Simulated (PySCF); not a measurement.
Two-component Hartree-Fock for Ir⁷³⁺ (iridium, charge +73)

Start: [He] 2s2. Calculated with PySCF 2.14 in an uncontracted even-tempered set (16 s from 15 bohr⁻², ratio 2.6; 13 p from 20 bohr⁻², ratio 2.6; 7 d from 20 bohr⁻², ratio 2.8; 4 f from 380 bohr⁻², ratio 2.8): generalised Hartree-Fock with the X2C-1e Hamiltonian and a Gaussian nucleus; spin-orbit coupling (SO) screened by Boettger's factors.

```csv
spinor shell,electrons,"ε, screened SO (eV)",weight of nominal j (screened SO),"rms radius, screened SO (bohr)"
1s1/2,2,-85703.9,1.000,0.0196
2s1/2,2,-21231.0,1.000,0.0762
```

| quantity | screened SO |
| --- | --- |
| E (hartree) | -8001.76189 |
| M_J | 0 |
| ⟨J²⟩ | 0.000 |
| ⟨L²⟩ | 0.000 |
| ⟨S²⟩ | 0.000 |

Breit and QED terms are absent; they matter most for the inner s and p1/2 levels.

Densities and radii are taken from the X2C orbitals without a picture-change correction, which distorts them close to the nucleus.
